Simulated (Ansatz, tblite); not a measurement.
Forces on Be₄F₆⁺ at its r2SCAN-D4/def2-SVP geometry. The state is a doublet with charge 1.

The xTB rows come from tblite. Another isomer (doublet) lies 0.07 eV lower at PBE0-D4/def2-TZVP; other spin states weren't run for this one.

GFN1-xTB (tblite), largest force 1.23 eV/Å:

```xyz
10
positions Å, forces eV/Å
Be    0.688   -1.816    0.473   -0.015    0.155   -0.035
Be   -3.817    1.418   -0.802    1.126   -0.426    0.240
Be   -0.994    0.364   -0.205    0.145   -0.053    0.030
Be    1.779    0.904    0.044   -0.119   -0.106    0.007
F     0.811   -3.168    0.769   -0.020    0.424   -0.090
F    -2.416    0.890   -0.504   -0.762    0.292   -0.164
F    -0.730   -1.070    0.130    0.325    0.536   -0.070
F     1.662   -0.613    0.350   -0.238    0.087   -0.052
F     2.814    1.830   -0.020   -0.310   -0.302    0.025
F     0.203    1.261   -0.235   -0.132   -0.607    0.108
```

GFN2-xTB (tblite), largest force 1.43 eV/Å:

```
Be 0.295 -0.461 0.134
Be 1.314 -0.498 0.280
Be 0.375 -0.139 0.079
Be 0.541 0.153 0.037
F -0.104 0.993 -0.220
F -0.951 0.365 -0.204
F 0.189 0.936 -0.171
F -0.376 0.138 -0.081
F -0.771 -0.670 0.044
F -0.512 -0.816 0.102
```

PBE-D4/def2-TZVP (Ansatz), largest force 0.52 eV/Å:

```
Be 0.063 -0.062 0.019
Be 0.439 -0.166 0.094
Be 0.476 -0.172 0.098
Be 0.090 0.005 0.008
F -0.043 0.360 -0.079
F -0.364 0.137 -0.077
F -0.349 0.151 -0.077
F 0.334 -0.123 0.070
F -0.282 -0.239 0.016
F -0.364 0.111 -0.071
```
